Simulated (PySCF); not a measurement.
Species: C2H10NSi2, net charge -1, singlet state. It need not be the lowest isomer of its formula. Whether it binds its extra electron was not tested at this geometry. 
Coordinates optimised at B3LYP-D3(BJ)/def2-TZVP (Ansatz):
SMILES: N([SiH]([CH2-])C)[SiH3]
```xyz
15

Si    -0.9378     0.1857    -0.5768
C     -1.8424     1.6851    -0.6649
C     -1.3228    -1.1692     0.7284
N      0.8059     0.4506    -0.2082
Si     1.9921    -0.5057     0.5366
H     -1.0189    -0.5610    -1.8846
H     -2.4873     1.8865    -1.5150
H     -1.9944     2.3434     0.1874
H     -2.3242    -1.5686     0.5482
H     -0.6188    -2.0115     0.7129
H     -1.3121    -0.7424     1.7365
H      1.0770     1.3779    -0.5055
H      2.0858    -1.8882    -0.0217
H      3.3467     0.1092     0.3708
H      1.8353    -0.7149     2.0104
```
Charge -1, spin multiplicity 1.

Dispersion corrections to the total energy (kcal/mol) from the dftd3 and dftd4 libraries through PySCF: D3(BJ) without and D4 with the three-body term, each with the damping fitted for the functional named.

```tsv
functional	D3(BJ)	D4
PBE0	-7.44	?
BP86	-13.98	?
HF	-60.02	-31.55
PW6B95	-4.71	-7.91
HSE06	-5.99	-7.55
LC-wPBE	-8.28	-10.52
TPSSh	-9.93	?
```

Problem. What belongs in the gaps?

Solution. 
- PBE0, D4: -8.08
- BP86, D4: -12.86
- TPSSh, D4: -11.60
